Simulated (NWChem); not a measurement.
System: CH5AlFN; SMILES C[NH][AlH][F]

Input file for NWChem:

```
start job
memory heap 200 mb stack 900 mb global 1100 mb
geometry units angstroms noautoz
  Al     0.418627    -0.656135    -0.000168
  F     -0.444314    -2.075101    -0.000451
  H      1.993969    -0.687103    -0.000234
  N     -0.487184     0.870223    -0.000021
  C      0.051337     2.226509     0.000998
  H     -1.501866     0.861132    -0.000157
  H     -0.255635     2.795258     0.890541
  H     -0.258189     2.797441    -0.886219
  H      1.146422     2.190660    -0.000646
end
basis spherical
  Al library 6-31+g*
  F library 6-31+g*
  H library 6-31+g*
  N library 6-31+g*
  C library 6-31+g*
end
dft
  xc xpbe96 cpbe96
  iterations 150
end
tddft
  nroots 6
end
task tddft energy
```

Coordinates come from a B3LYP/6-31G* (spherical d) optimisation.

Vertical excitations in the gas phase.

### Question
Predict the main results of this run. (PBE/6-31+G* (spherical d), full TDDFT.) Quantities: lowest excitation, singlet (eV); oscillator strength of that lowest state; lowest state with f > 0.02, singlet (eV); oscillator strength of that bright state; lowest triplet (eV); orbital gap (eV).

### Answer
```json
{
  "lowest excitation, singlet (eV)": "4.91",
  "oscillator_strength_of_that_lowest_state": "0.040",
  "lowest state with f > 0.02, singlet (eV)": "4.91",
  "oscillator_strength_of_that_bright_state": "0.040",
  "lowest triplet (eV)": "4.20",
  "orbital gap (eV)": "4.64"
}
```
